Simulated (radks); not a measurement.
All-electron atom: the selenium ion Se+ in [Ar] 3d10 4s2 4p3 (the NIST ground configuration). Calculated with a radial shooting solver on a logarithmic mesh with Libxc functionals: scalar-relativistic Kohn-Sham, BLYP, spin-unpolarised, spherical densities, point nucleus. Some entries of the table are withheld. Estimate them.

orbital,occ.,eigenvalue (hartree),<r^2> (bohr^2),<1/r> (bohr^-1)
1s,2,-460.0561,0.002616,34.56
2s,2,-59.45972,0.04528,7.631
2p,6,-52.35558,0.03585,7.476
3s,2,-8.21871,(1),2.488
3p,6,-5.99828,0.4081,2.336
3d,10,-2.33246,0.4969,2.032
4s,2,(2),3.467,0.7605
4p,3,(3),5.249,0.6164

Answer. 
(1) 3s <r^2> (bohr^2): 0.3797
(2) 4s eigenvalue (hartree): -0.98348
(3) 4p eigenvalue (hartree): -0.56132
